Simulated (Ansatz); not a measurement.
Reaction (hydrogenolysis of the Al–S bond): `[SH][Al]1[SiH2]C[SiH2]1` + H₂ → `C1[SiH2][AlH][SiH2]1` + H₂S

Gas-phase electronic energies from Ansatz, PBE0-D4/def2-TZVP geometries. CCSD(T)/CBS adds triple-zeta CCSD(T) − MP2 to the extrapolated MP2 energy (def2 sets, frozen cores). This one scheme is used for every species. One conformer a species, not always the lowest.

```
         level  ΔE (kcal/mol)
MP2/def2-TZVPP           27.0
  HF/CBS(def2)           19.6
```

What does CCSD(T)/CBS give? (Estimate.)

Ansatz gave: +25.4 kcal/mol. The listed levels differ from it by 1.6, -5.8 kcal/mol.

Largest T1 diagnostic among the species: 0.013.

The D4 term adds +1.6 kcal/mol with B3LYP and +1.0 kcal/mol with PBE0; it sums over pairs of atoms, weighted by their polarisabilities, and B3LYP, whose exchange is more repulsive, gets the larger term. From PBE to PBE0 (25 % exact exchange), in def2-TZVPP and without D4, ΔE moves by −0.8 kcal/mol.

B3LYP here is the variant with VWN-RPA as its local correlation; programs differ in this.
